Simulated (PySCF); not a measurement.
CH4ClFOSi, SMILES CO[SiH](F)Cl.

Coordinates come from a B3LYP-D3(BJ)/def2-SVP optimisation. This is a generated structure with no PubChem entry under its InChIKey; it may be hypothetical. Other conformers were not sampled.

Computed with TDDFT-PBE0/def2-SVPD (PySCF).

Vertical excitations. 

```csv
state,energy (eV),λ (nm),f,main pairs
S1,8.02,155,0.013,HOMO→LUMO 96 %
S2,8.26,150,0.006,"HOMO→LUMO+2 57 %, HOMO→LUMO+1 32 %"
S3,8.43,147,0.011,"HOMO−1→LUMO 51 %, HOMO→LUMO+1 22 %, HOMO→LUMO+2 18 %"
S4,8.57,145,0.084,"HOMO−1→LUMO 31 %, HOMO→LUMO+1 28 %, HOMO→LUMO+2 13 %, HOMO−2→LUMO+1 12 %"
S5,8.66,143,0.033,"HOMO−2→LUMO 42 %, HOMO−2→LUMO+1 20 %, HOMO−1→LUMO+2 8 %, HOMO−1→LUMO 8 %"
S6,8.68,143,0.030,"HOMO−1→LUMO+1 40 %, HOMO−1→LUMO+2 26 %, HOMO−3→LUMO 13 %, HOMO−2→LUMO 10 %"
S7,8.78,141,0.030,"HOMO−1→LUMO+2 52 %, HOMO−1→LUMO+1 27 %"
S8,8.91,139,0.018,"HOMO−2→LUMO+2 28 %, HOMO−3→LUMO 27 %, HOMO−3→LUMO+1 10 %, HOMO−1→LUMO+1 9 %"
S9,8.94,139,0.032,HOMO→LUMO+3 79 %
S10,8.99,138,0.003,"HOMO−2→LUMO+1 34 %, HOMO−3→LUMO 20 %, HOMO−2→LUMO+2 19 %, HOMO−1→LUMO+1 7 %"
T1,7.79,159,0,"HOMO→LUMO+2 59 %, HOMO→LUMO+1 16 %, HOMO→LUMO+3 10 %"
T2,7.80,159,0,HOMO→LUMO 73 %
T3,7.98,155,0,"HOMO−1→LUMO 36 %, HOMO→LUMO 13 %, HOMO−1→LUMO+1 11 %, HOMO−2→LUMO 11 %"
T4,8.09,153,0,"HOMO→LUMO+1 37 %, HOMO→LUMO+2 16 %, HOMO−3→LUMO 9 %, HOMO−1→LUMO+2 7 %"
```
Triplets are in the Tamm–Dancoff approximation, which puts them higher than full response would, so one can lie above its singlet here.
